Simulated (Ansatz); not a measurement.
Z-matrix (Å, degrees):
```
B
Si 1 2.0010
H 2 1.4840 1 114.52
H 2 1.4843 3 108.64 1 128.69
H 2 1.4916 3 107.95 4 116.75
Si 1 2.0011 2 119.23 3 153.83
H 6 1.4839 1 114.20 2 149.42
H 6 1.4845 7 108.58 1 128.18
H 6 1.4912 7 108.01 8 116.60
Si 1 2.0015 2 118.95 3 -22.95
H 10 1.4836 1 115.01 2 -157.08
H 10 1.4849 11 108.56 1 -127.42
H 10 1.4909 11 108.12 12 -116.59
```
Charge 0, spin multiplicity 1.

These are frozen-core CCSD(T)/cc-pVTZ // B3LYP-D3(BJ)/def2-TZVP (Ansatz, a first-principles code) values and carry that method's errors.

```
Item                            Value
----------------------  -------------
HF energy               -896.71406 Ha
MP2 correlation energy    -0.48104 Ha
```

Question: Estimate the CCSD correlation energy, the (T) correction, the total energy and the T1 diagnostic.

Answer: 
```
Quantity                         Value
-----------------------  -------------
CCSD correlation energy    -0.56364 Ha
(T) correction             -0.01971 Ha
CCSD(T) total energy     -897.29741 Ha
T1 diagnostic                    0.015
```
